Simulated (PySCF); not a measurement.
# `O=C1CO[C@@H]([SiH2]F)[C@H]1F`, C$_{4}$H$_{6}$F$_{2}$O$_{2}$Si

Cartesian coordinates in Å; atom numbers follow the order of the lines, from 1:
```xyz
15

O    -1.4145    2.6673    0.1496
C    -1.0085    1.5450    0.2027
C    -1.6644    0.3523    0.8605
O    -0.8541   -0.7681    0.6100
C     0.4765   -0.3250    0.3270
Si    1.2976   -1.7044   -0.7142
F     2.8374   -1.2451   -0.8512
C     0.3253    1.0213   -0.3617
F     0.1944    0.8806   -1.7313
H    -2.6657    0.1705    0.4616
H    -1.7487    0.5503    1.9407
H     1.0026   -0.1498    1.2791
H     1.3147   -2.9348    0.0565
H     0.7471   -1.7647   -2.0519
H     1.1559    1.7127   -0.1993
```

The calculation used GIAO CAM-B3LYP/pcSseg-1 magnetisability, rotational g tensor and spin-rotation constants, non-relativistic, gas phase in PySCF. Geometry: GFN2-xTB.

(1) How diamagnetic is it, and how anisotropic?

(2) Split it along the inertial axes a, b, c into diamagnetic and paramagnetic parts about the centre of mass, with the quadrupole moment.

(3) And the rotational g tensor?

## Answers

(1) Isotropic -1090 × 10⁻³⁰ J/T², or -65.6 × 10⁻⁶ cm³/mol; principal values -1222, -1127, -920 × 10⁻³⁰ J/T², anisotropy 268 × 10⁻³⁰ J/T² (root of half the summed squared differences of the principal values). The susceptibility is in cgs units.

(2) 
```
axis  χ (10⁻⁶ cm³/mol)  diamagnetic (10⁻⁶ cm³/mol)  paramagnetic (10⁻⁶ cm³/mol)  summed x² of all electrons (Å²)  quadrupole Θ (D Å)
   a             -58.8                      -518.5                        459.7                            286.1               -7.67
   b             -64.8                     -1357.9                       1293.1                             88.3               -0.41
   c             -73.3                     -1588.5                       1515.2                             33.9               +8.09
```
Anisotropies 2χaa − χbb − χcc = +20.6 and 2χbb − χaa − χcc = +2.5 × 10⁻⁶ cm³/mol. Θ is traceless in Buckingham's convention.

(3) 
```csv
axis,rotational constant (GHz),g,nuclear part,electronic part
a,2.8247,-0.0609,0.5491,-0.6100
b,0.8896,-0.0185,0.5220,-0.5404
c,0.7518,-0.0143,0.5208,-0.5351
```
Asymmetric top; isotopes 12C, 19F, 1H, 16O, 28Si; no vibrational averaging.
